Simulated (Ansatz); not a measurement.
`O=CBCl`, one more setting.

```yaml
crystal:
  periodic: [false, false, false]
  atoms:
    - {symbol: O, position_ang: [0.692693, 1.603462, 0.215451]}
    - {symbol: C, position_ang: [-0.023506, 0.779707, -0.306548]}
    - {symbol: B, position_ang: [-0.097489, -0.651571, 0.364969]}
    - {symbol: Cl, position_ang: [0.517046, -1.998444, -0.535892]}
    - {symbol: H, position_ang: [-0.551848, 1.020449, -1.257255]}
    - {symbol: H, position_ang: [-0.494796, -0.817603, 1.473175]}
basis:
  gaussian: {orbitals: x2c-TZVPPall}
magnetization: {spin_polarized: true, initial_magnetization: 2}
hamiltonian: {xc: {name: PBE-QIDH}}
accuracy: high
output: {forces: true}
```

```sh
$ ansatz run in.yaml --threads 2 --pin off --events-out ev --progress --plain --max-ram 4352MiB
```

Output, abridged:

```
Functional definition: PBE-QIDH
2693 factors; integrals over basis functions are off by at most 5.3e-9 eV
mean field evaluation 1: about -16333.4258 eV, gradient 2.3e1 eV
mean field evaluation 2: about -16333.5699 eV, gradient 2.3e1 eV
mean field evaluation 4: about -16336.7771 eV, gradient 4.0e0 eV
mean field evaluation 8: about -16337.1776 eV, gradient 8.0e-1 eV
mean field evaluation 16: about -16337.2067 eV, gradient 1.0e-2 eV
mean field evaluation 32: about -16337.2067 eV, gradient 1.1e-5 eV
mean field -16337.20668779 eV, -600.3812720199 hartree, gradient 8.4e-8 eV, S^2 2.016805; 0 other end points of the search recorded, 0 dependent functions left out
8 core orbitals not correlated: weight in the atoms' cores, before any rotation towards them, 1.000 or more for the frozen orbitals, at most 0.000 for the correlated occupied ones
reference -16337.20668883 eV, -600.3812720582 hartree; 12, 10 occupied and 143, 145 virtual orbitals, 2693 factors
second order -19.32412773 eV of doubles, -0.00000000 eV of singles
Total energy: -16343.64806474 eV, -600.6179882568 hartree
Relativity: scalar
Atom 0 at     0.692693     1.603462     0.215451 Å, force     1.313677     2.716210     1.615305 eV/Å
Atom 1 at    -0.023506     0.779707    -0.306548 Å, force    -1.789689    -2.899173    -1.482268 eV/Å
Atom 2 at    -0.097489    -0.651571     0.364969 Å, force    -0.049651     0.599751    -0.235242 eV/Å
Atom 3 at     0.517046    -1.998444    -0.535892 Å, force    -0.397433    -0.280169    -0.273855 eV/Å
Atom 4 at    -0.551848     1.020449    -1.257255 Å, force     0.571118    -0.327772     0.385862 eV/Å
Atom 5 at    -0.494796    -0.817603     1.473175 Å, force     0.351978     0.191153    -0.009803 eV/Å
Dipole moment:    -0.195051     0.111396    -0.164061 e Å
```

Run time 38 s (2 threads of an Intel Xeon Platinum 8375C on a shared host); peak host memory 1.1 GiB.
